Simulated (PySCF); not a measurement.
## Excitation energy of S+ by level of theory

S+ [Ne] 3s2 3p3 (4S) → S+ [Ne] 3s1 3p3 3d1 (6D), as a difference of total energies. Computed with PySCF 2.14 in x2c-TZVPPall with one added diffuse shell each of s, p, d type (6s6p4d1f, 51 functions), with scalar relativity by spin-free X2C-1e. Correlated levels: valence and next inner shell: 1s2 frozen. The calculations carry no spin-orbit coupling.

| method | excitation energy (eV) |
| --- | --- |
| UHF | 18.315 |
| MP2 (valence and next inner shell) | 20.189 |
| SCS-MP2 (valence and next inner shell) | 20.579 |
| CCSD (valence and next inner shell) | 20.371 |
| CCSD(T) (valence and next inner shell) | 20.473 |

Task: How much does correlation contribute at CCSD(T) (valence and next inner shell)?

Result: 20.473 − (18.315) = 2.158 eV, measured against UHF.

The promoted electron is Rydberg-like, and one or two diffuse shells describe it only roughly, which tends to raise the upper state.
